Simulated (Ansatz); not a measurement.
Coupled-cluster diagnostics for the cluster Al₆Ir⁺, Ansatz.

Geometry of the singlet (PBE-D4/def2-SVP):

Cartesian coordinates in Å:
```
Ir 0.564 0.251 -0.767
Al -1.431 -0.831 -1.471
Al 1.292 2.554 -0.799
Al 0.110 1.381 1.495
Al -2.072 -0.180 1.813
Al 0.227 -1.258 1.196
Al 1.310 -1.916 -1.466
```

In the def2 sets Ir takes a core potential; there is no spin–orbit coupling. Correlated methods freeze 30 core orbitals; core or outer-core shells of Ir are correlated, in sets that lack core-valence functions. The structure comes from a short search, and lower isomers may exist.

(1) Estimate the CCSD(T) correlation energy, the shares of MP2 and (T), T1 and the reference's ⟨S²⟩ for: charge 1, singlet, own geometry in def2-SVP; and the rough time on 4 threads of Arm Neoverse V1 on a shared host.

Results:

(1) 
```json
{"state": "charge 1, singlet, own geometry", "basis": "def2-SVP", "correlation (eV)": "-24.274", "MP2 share (%)": "104.6", "(T) share (%)": "8.3", "T1": "0.033", "⟨S²⟩ (pure)": "0.00 (0.00)", "wall time": "26 s", "remarks": "restricted SCF unstable"}
```
Customary marks for T1 are 0.02 (closed shells), 0.045 (open shells) and about 0.05 (3d metals). T1 exceeds 0.02 in 1 of 1 rows and 0.045 in 0; the higher it lies, the less the single-reference result can be trusted.
